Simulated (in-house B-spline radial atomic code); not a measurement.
TDHF excitations of As³⁺

Method: TDHF. Computed with an all-electron radial atomic-structure program (B-spline basis): linear response of the closed shell [Ar] 3d10 4s2 with bare exchange (time-dependent Hartree-Fock); non-relativistic, point nucleus, no spin-orbit coupling, no double excitations, S, P, D and F terms only; shells from n = 2 respond. Only terms of natural parity with L up to 3 were computed.

Without relativity these are model numbers for so heavy an element.

Command:
```bash
python run_td.py task.json out
```
Settings (radii: box in bohr, nucleus in fm):
```
Z                        33
electrons                30
configuration            [Ar] 3d10 4s2
hamiltonian              nr
method                   hf
box_radius               23.08
intervals                55
```

Time taken, with all properties: 1.6 s on 1 thread of Arm Neoverse N1, on a shared host.

The lowest states, in the order of their Tamm-Dancoff energies; the method's threshold (minus the highest occupied level) is 47.39 eV. Labels give the largest channel, * marks a mixed state, and oscillator strengths are full-response dipole values. Energies in eV:

```csv
state,full response,Tamm-Dancoff,oscillator strength
4s → 4p 3P,7.132,7.758,-
4s → 4p 1P,12.638,13.074,1.64
4s → 4d 3D,23.985,24.008,-
4s → 5s 3S,25.377,25.394,-
4s → 4d 1D,25.395,25.425,-
4s → 5s 1S,26.424,26.451,-
4s → 5p 3P,?,?,-
4s → 5p 1P,29.645,29.686,0.0263
4s → 4f 3F,33.49,33.49,-
4s → 4f 1F,33.74,33.74,-
4s → 5d 3D,?,?,-
4s → 5d 1D,34.76,34.77,-
4s → 6s 3S,34.87,34.87,-
4s → 6s 1S,35.19,35.20,-
4s → 6p 3P,36.52,36.52,-
4s → 6p 1P,36.70,36.71,0.0188
```

Question: Where does 4s → 5d 3D lie?

Answer: At 34.39 eV in full response, 34.39 eV in Tamm-Dancoff.

Question: Where does 4s → 5p 3P lie?

Answer: At 29.127 eV in full response, 29.146 eV in Tamm-Dancoff.

Question: How large is the singlet-triplet splitting of 4s → 4p (P terms) in Tamm-Dancoff?

Answer: 5.32 eV, from the unrounded values.

Question: What polarisabilities and dispersion coefficient does the method give?

Answer: Dipole 8.243 bohr³, quadrupole 16.82 bohr⁵, C6 27.12 hartree·bohr⁶ for two such species.
